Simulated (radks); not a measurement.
Q: These are the eigenvalues of the occupied orbitals of an atom or ion with whole-number occupations (Ry). Calculated with a radial shooting solver on a logarithmic mesh with Libxc functionals: scalar-relativistic Kohn-Sham, r2SCAN, spin-polarised, spherical densities, finite nucleus; meta-GGA in the generalised Kohn-Sham scheme; Fermi nuclear charge, rms radius of each element as measured or else 0.836 A^(1/3) + 0.57 fm.

1s up: -2539.838
1s down: -2539.831
2s up: -404.2746
2s down: -404.2292
2p up: -363.4648
2p down: -363.4289
3s up: -90.32422
3s down: -90.30849
3p up: -77.06116
3p down: -77.04004
3d up: -57.43912
3d down: -57.40110
4s up: -23.58642
4s down: -23.45234
4p up: -19.31257
4p down: -19.17746
4d up: -13.00761
4d down: -12.86184
5s up: -8.64277

Which element is it, and in what charge state? The configuration may be excited. Open shells, if any, are filled with parallel spins first.

A: Z = 54, xenon, charge +8: Xe8+ in [Kr] 4d9 5s1. The list shows which subshells hold electrons but not how many an open one holds; the 1s level, -1269.9 hartree, gives Z - s = 50.4 by -(Z - s)^2/2, which with screening and relativity narrows Z to a few neighbours, and the depths of the outer levels then fix element, charge and occupations together.
